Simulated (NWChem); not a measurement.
aminoborane (BNH$_{4}$); SMILES BN

```xyz
6

B      0.0000     0.0000     0.7699
N      0.0000     0.0000    -0.6174
H      0.0000    -1.0575     1.3583
H      0.0000     1.0575     1.3583
H      0.0000     0.8464    -1.1721
H      0.0000    -0.8464    -1.1721
```
Atoms are numbered in this order, from 1.

Level: PBE0/def2-SVP (NWChem), optimised geometry, unscaled harmonic frequencies. 

| frequency (cm⁻¹) | IR intensity (km/mol) |
|---|---|
| 623 | 187.3 |
| 732 | 0.0 |
| 862 | 0.0 |
| 1000 | 28.7 |
| 1116 | 35.3 |
| 1144 | 0.0 |
| 1365 | 37.0 |
| 1607 | 78.7 |
| 2569 | 91.2 |
| 2658 | 169.5 |
| 3627 | 29.7 |
| 3730 | 37.2 |

```yaml
zero_point_energy: 30.1 kcal/mol
thermal correction to the enthalpy at 298.15 K (with zero-point energy): 32.7 kcal/mol
heat capacity Cv: 9.3 cal/(mol K)
entropy at 298.15 K and 1 atm (symmetry number 2): 54.6 cal/(mol K)
dipole_moment: 2.23 D
```

Rigid rotor and harmonic oscillator.
